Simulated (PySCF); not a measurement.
Hf(F)2(OH)2 (F₂H₂HfO₂), SMILES [OH][Hf]([OH])([F])[F], multiplicity 1. Atoms are numbered in the order given.

```xyz
7

Hf     0.0000     0.0000     0.0030
F      0.0000    -1.5633     1.1309
F      0.0000     1.5633     1.1309
O      1.5944     0.0000    -1.0756
H      2.3369     0.0000    -1.6798
O     -1.5944     0.0000    -1.0756
H     -2.3369     0.0000    -1.6798
```
Charge 0, spin multiplicity 1.

Coordinates come from a B3LYP-D3(BJ)/def2-SVP optimisation. The spin state was assumed, not searched. The structure was generated by enumeration; whether it is a known compound was not checked. The def2 effective core potentials stand for the cores of Hf; spin–orbit coupling is left out. The values are those of a single conformer.

All values below come from PBE/def2-TZVP (PySCF).

Symmetry labels are those of the subgroup C2v that the program uses (full group C2v).

Computed valence orbital energies around the gap with their symmetry:
| orbital | symmetry | energy (eV) |
|---|---|---|
| HOMO−7 | A1 | -9.72 |
| HOMO−6 | A2 | -9.68 |
| HOMO−5 | B1 | -9.38 |
| HOMO−4 | B2 | -9.12 |
| HOMO−3 | A1 | -8.30 |
| HOMO−2 | A2 | -8.04 |
| HOMO−1 | B2 | -7.93 |
| HOMO | B1 | -7.77 |
| LUMO | A1 | -1.08 |
| LUMO+1 | A1 | -0.49 |
| LUMO+2 | A2 | -0.40 |
| LUMO+3 | B1 | -0.21 |
